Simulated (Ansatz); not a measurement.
Input for Ansatz (a program for electronic structure): R-RI-MP2/cc-pV(Q+d)Z on C2H4BCl (SMILES C=CBCl), a point of a torsion scan. Files ending in .json are basis or fitting sets from the Basis Set Exchange.

Ansatz 0.2 input:
```yaml
crystal:
  periodic: [false, false, false]
  atoms:
    - {symbol: C, position_ang: [-1.27995252, 0.09396351, -0.15728906]}
    - {symbol: C, position_ang: [-0.14513860, -0.30158512, 0.39974124]}
    - {symbol: B, position_ang: [1.31135082, 0.07229149, -0.01662786]}
    - {symbol: Cl, position_ang: [2.06175030, 1.43190525, 0.65782033]}
    - {symbol: H, position_ang: [-1.29194711, 0.76239756, -1.00307553]}
    - {symbol: H, position_ang: [-2.24471360, -0.22653025, 0.20197391]}
    - {symbol: H, position_ang: [-0.21648293, -0.97881167, 1.24843722]}
    - {symbol: H, position_ang: [1.93344838, -0.59177137, -0.76074817]}
basis:
  gaussian:
    orbitals: cc-pV_Q+d_Z.json
    fitting: {mean_field: def2-universal-JKFIT, correlation: cc-pVQZ-RIFIT.json}
magnetization: {spin_polarized: false}
correlation: {method: mp2, electrons: outside_noble_gas}
scf: {lower_state_search: off}
```

The head of its log:

```
WARN ansatz: RAYON_NUM_THREADS=1 ignored (pool sized by the plan → 1); use --threads N
Functional definition: HF
these checks for a lower state are left out or cut short: stability, starts, cluster_reference, orbital_swaps, neighbouring_geometries, increment
integrals: 0.44 GiB planned
425 factors; integrals over basis functions are off by at most 4.2e0 eV
mean field: 0.69 GiB planned
mean field evaluation 1: about -15299.2514 eV, gradient 2.8e1 eV
mean field evaluation 2: about -15301.2582 eV, gradient 1.1e1 eV
mean field evaluation 4: about -15301.5830 eV, gradient 3.6e-1 eV
mean field -15301.58384082 eV, -562.3228343640 hartree, gradient 2.3e-6 eV, S^2 0.000000; 0 other end points of the search recorded, 0 dependent functions left out
8 core orbitals not correlated
774 factors; their error is unknown
reference -15301.58384082 eV, -562.3228343640 hartree; 11, 11 occupied and 330, 330 virtual orbitals, 774 factors
```

**Question.** What total energy does the run end on?

**Answer.** -562.9768 hartree.
